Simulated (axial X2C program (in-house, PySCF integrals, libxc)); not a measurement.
Spin–orbit effects down a group: molecules with O (ions), PBE0

Calculated with an in-house relativistic program for diatomic molecules, spin-free (one-electron X2C) or two-component (2c: spin–orbit coupling with atomic mean-field Coulomb and Gaunt terms, which also bring small scalar terms), in Dyall basis sets with cores contracted in-house; open shells are unrestricted.

Basis sets: Be dyall-av3z, Ca dyall-acv3z, O dyall-av3z, Sr dyall-acv3z.

```json
{"molecule": "BeO⁻", "spin-free state": "M_S = 1/2, Λ = 0", "Re (Å)": "1.359", "ωe (cm⁻¹)": "1419.9", "De (eV)": "5.47", "2c state": "Ω = 1/2", "Re 2c (Å)": "1.359", "ωe 2c (cm⁻¹)": "1419.9", "De 2c (eV)": "5.47"}
{"molecule": "CaO⁻", "spin-free state": "M_S = 1/2, Λ = 0", "Re (Å)": "1.857", "ωe (cm⁻¹)": "707.2", "De (eV)": "3.75", "2c state": "Ω = 1/2", "Re 2c (Å)": "1.856", "ωe 2c (cm⁻¹)": "707.4", "De 2c (eV)": "3.76"}
{"molecule": "SrO⁻", "spin-free state": "M_S = 1/2, Λ = 0", "Re (Å)": "1.953", "ωe (cm⁻¹)": "630.0", "De (eV)": "3.62", "2c state": "Ω = 1/2", "Re 2c (Å)": "1.952", "ωe 2c (cm⁻¹)": "630.4", "De 2c (eV)": "3.63"}
```

(1) Work out the shifts from the spin-free to the two-component result.

Fragments in 2c: O- + Be, Ca + O-, Sr + O-. Each entry is the lowest single determinant of a limited PBE0 search at one distance. De goes to single-determinant-based atoms at the same level (for ions the charge split of lowest energy) and is withheld (n/a) where an atom does not fit its ground term or J level. Main or longest-lived isotopes. Some light 2c atoms are not at their ground J level, so De misses part of their lowering (0.04 eV or less). The functionals have no current term, which raises determinants with orbital currents.

Results:

(1) 

```csv
molecule,2c state,ΔRe (Å),Δωe (cm⁻¹),ΔDe (eV)
BeO⁻,Ω = 1/2,0.000,0.0,0.00
CaO⁻,Ω = 1/2,-0.001,0.2,0.01
SrO⁻,Ω = 1/2,-0.001,0.4,0.01
```

Shifts of one unit in the last digit are rounding.
